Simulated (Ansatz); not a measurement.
Reaction (stannylene formation by 1,1-elimination): `C[CH2][SnH]([F])[Cl]` → `C[CH2][Sn][F]` + HCl

Program: Ansatz. Geometries: PBE0-D4/def2-TZVP. ΔE: electronic, gas phase. CBS: MP2 limit from def2 TZ/QZ plus the TZ coupled-cluster correction, frozen cores. This one scheme is used for every species. DFT in def2-TZVPP. B3LYP here is the variant with VWN-RPA as its local correlation; programs differ in this. def2 core potentials past Kr. For Sn outer-core shells are correlated without core-valence functions, which leaves a few kJ/mol of doubt a bond. One conformer a species, not always the lowest.

`C[CH2][SnH]([F])[Cl]`:

Cartesian coordinates in Å:
```
C -0.826 0.076 1.227
C 0.378 -0.581 0.568
Sn 0.700 0.161 -1.402
F 0.903 2.062 -1.200
Cl -1.280 -0.069 -2.598
H -1.742 -0.105 0.662
H -0.973 -0.323 2.235
H -0.696 1.156 1.312
H 0.257 -1.664 0.485
H 1.300 -0.394 1.123
H 1.980 -0.319 -2.413
```

`C[CH2][Sn][F]`:

Cartesian coordinates in Å:
```
C -0.797 -0.404 0.330
C 0.098 0.121 -0.785
Sn 2.200 0.380 -0.233
F 1.776 0.922 1.596
H -0.693 0.196 1.236
H -1.853 -0.399 0.041
H -0.545 -1.434 0.597
H -0.228 1.123 -1.100
H 0.044 -0.505 -1.682
```

HCl:

```xyz
2

Cl    0.563    0.295    0.069
H    -0.563   -0.295   -0.069
```

Question: Is it downhill or uphill in electronic energy at CCSD(T)/CBS, and by how much? (An estimate is asked.)

Answer: The calculation gave: Uphill: ΔE = +127.0 kJ/mol.

Question: What do these levels give: PBE-D4, r2SCAN-D4, r2SCAN, B3LYP, CCSD(T)/def2-TZVPP, HF/CBS(def2)? (Best estimate.)

Answer: Computed: PBE-D4 110.9, r2SCAN-D4 129.9, r2SCAN 128.0, B3LYP 96.1, CCSD(T)/def2-TZVPP 123.2, HF/CBS(def2) 126.9 kJ/mol.

Largest T1 diagnostic among the species: 0.015.

From PBE to PBE0 (25 % exact exchange), in def2-TZVPP and without D4, ΔE moves by +16.3 kJ/mol. The D4 term adds +10.2 kJ/mol with B3LYP and +5.8 kJ/mol with PBE0; it sums over pairs of atoms, weighted by their polarisabilities, and B3LYP, whose exchange is more repulsive, gets the larger term.
